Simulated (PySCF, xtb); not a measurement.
HISeTe. Atoms are numbered in the order given.

```xyz
4

Te    -0.5914     0.4111     0.8252
I      1.8937     0.3428    -0.3978
Se    -1.9985    -1.0937    -0.6432
H     -1.6689    -2.3620     0.0468
```

Geometry: B3LYP-D3(BJ)/def2-SVP. The def2 effective core potentials stand for the cores of I, Te; spin–orbit coupling is left out. Other conformers were not sampled.

Calculation: C-PCM-M06-2X/def2-SVP (PySCF).

The values are the electrostatic part of the solvation free energy, E(continuum) − E(gas) at the gas-phase geometry, in a cavity of scaled van der Waals radii (PySCF's table); cavitation and dispersion terms are not included. In vacuum the orbital gap is 5.30 eV. The dipole moment in vacuum is 1.75 D.

Computed values in water (ε = 78.36), acetone (ε = 20.49), N,N-dimethylformamide (ε = 37.22):
| solvent | ε | ΔG(elec) (kcal/mol) | dipole (D) | gap (eV) |
|---|---|---|---|---|
| water | 78.36 | -3.4 | 2.68 | 5.39 |
| acetone | 20.49 | -3.3 | 2.63 | 5.39 |
| N,N-dimethylformamide | 37.22 | -3.4 | 2.66 | 5.39 |

For comparison, GFN2-xTB/ALPB(water) (xtb, at the GFN2-xTB geometry, all terms of that model) gives -2.8 kcal/mol.
